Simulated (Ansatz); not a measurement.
Frontier orbitals of CHBF2Te (`FC1(F)B[Te]1`).

Z-matrix (Å, degrees):
```
C
F 1 1.329
B 1 1.527 2 123.5
F 1 1.329 2 108.2 3 155.9
Te 1 2.269 2 115.4 3 -73.2
H 3 1.183 1 142.7 2 76.2
```

Charge 0, multiplicity 1. Correlated methods include outer-core shells of Te, which these sets cover unevenly. Te: def2 effective core potential. The geometry is a stationary point of PBE0-D4/def2-TZVP. Basis def2-TZVPP, the Gaussian-basis code of Ansatz.

Orbital energies of one run (eV). Highest occupied ones, from the top: -9.41, -9.48, -10.68, -14.42, -14.91, -15.48, -15.63, -17.33, -18.54, -18.90, -20.75, -23.79, -37.25, -38.91. Empty: -0.45, 0.42, 2.02, 2.62, 3.36, 4.00.

Problem. Which functional gave them?
A. r2SCANh
B. ωB97M-V
C. HSE06 (plane-wave form)
D. PBE0

Solution. B. HOMO energies: ωB97M-V -9.41, r2SCANh -6.98, PBE0 -7.43, HSE06 -7.04 eV.
